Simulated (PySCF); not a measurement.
One of the candidates below gave these computed data.

All candidates are C7H9ClNP.

| technique | computed result |
| --- | --- |
| 1H NMR | chemical shifts (computed TMS as zero) by class: 8.77 (1 H), 7.56 (1 H), 6.87 (1 H), 3.26 (6 H) ppm [GIAO PBE0/pcSseg-1] |
| Dipole | 4.48 D [PBE0/pcSseg-1] |
| Rotational structure | rotational constants A, B, C: 2.522, 0.533, 0.443 GHz [GFN2-xTB] |
| NMR, other nuclei | isotropic shieldings of nuclei other than C and H, by class: 176 (1 N), 175 (1 P), 691 (1 Cl) ppm [GIAO PBE0/pcSseg-1] |
| 13C NMR | chemical shifts (computed TMS as zero) by class: 179.6 (1 C), 160.0 (1 C), 137.6 (1 C), 136.7 (1 C), 117.8 (1 C), 44.6 (2 C) ppm [GIAO PBE0/pcSseg-1] |

Gas-phase values; electronic properties from PySCF, density fitting. Levels stand in brackets. Geometry: GFN2-xTB; no solvent, vibrations or thermal averaging. NMR values are class means; diastereotopic atoms form classes of their own.

Task: Which candidate is it?
A. `CN(C)c1ccpc(Cl)c1`
B. `CN(C)c1ccc(Cl)cp1`
C. `CC(C)c1cnc(Cl)cp1`

Result: B. It is `CN(C)c1ccc(Cl)cp1`. Numbering: `[CH3:1][N:2]([CH3:3])[c:4]1[cH:5][cH:6][c:7]([Cl:8])[cH:9][p:10]1`. 7 carbons fall into 6 classes; from least to most shielded: aromatic carbon bearing nitrogen [C4] (179.6 ppm), aromatic CH carbon [C9] (160.0 ppm), aromatic CH carbon [C6] (137.6 ppm), aromatic C–Cl carbon [C7] (136.7 ppm), aromatic CH carbon [C5] (117.8 ppm), N-methyl carbon [C1/C3] (44.6 ppm, 2 C, up to 5.3 ppm apart in this geometry). Hydrogen classes from least to most shielded: 1 H on an aromatic CH carbon, C9 (8.77 ppm), 1 H on an aromatic CH carbon, C6 (7.56 ppm), 1 H on an aromatic CH carbon, C5 (6.87 ppm), 6 H on 2 N-methyl carbons, C1/C3 (3.26 ppm). The other shieldings belong to: 176 ppm, aniline-type nitrogen [N2]; 175 ppm, phosphorus bonded to 2 C [P10]; 691 ppm, aryl chlorine [Cl8]. The optimised geometry has point group Cs and is an asymmetric top.

The others, at the same levels:
- `CN(C)c1ccpc(Cl)c1` fails: its computed 13C shifts are 183.0 (1 C), 166.0 (1 C), 154.2 (1 C), 124.0 (1 C), 119.5 (1 C), 41.8 (2 C) ppm, rotational constant A is 1.637 GHz (against 2.522 GHz) and smallest rotational constant is 0.474 GHz (against 0.443 GHz).
- `CC(C)c1cnc(Cl)cp1` fails: its computed 13C shifts are 181.2 (1 C), 162.9 (1 C), 157.8 (1 C), 155.6 (1 C), 40.1 (1 C), 27.7 (2 C) ppm, 1H shifts are 9.12 (1 H), 8.84 (1 H), 3.28 (1 H), 1.41 (6 H) ppm and rotational constant A is 2.254 GHz (against 2.522 GHz).

Each candidate is one conformer, not necessarily the lowest. Dipoles, sizes and rotational constants follow the conformer. The torsions of the flexible species, by atom-mapped SMILES:
- `[CH3:1][N:2]([CH3:3])[c:4]1[cH:5][cH:6][c:7]([Cl:8])[cH:9][p:10]1`: C1–N2–C4–C5 180°
- `[CH3:1][N:2]([CH3:3])[c:4]1[cH:5][cH:6][p:7][c:8]([Cl:9])[cH:10]1`: C1–N2–C4–C5 170°
- `[CH3:1][CH:2]([CH3:3])[c:4]1[cH:5][n:6][c:7]([Cl:8])[cH:9][p:10]1`: C1–C2–C4–C5 62°
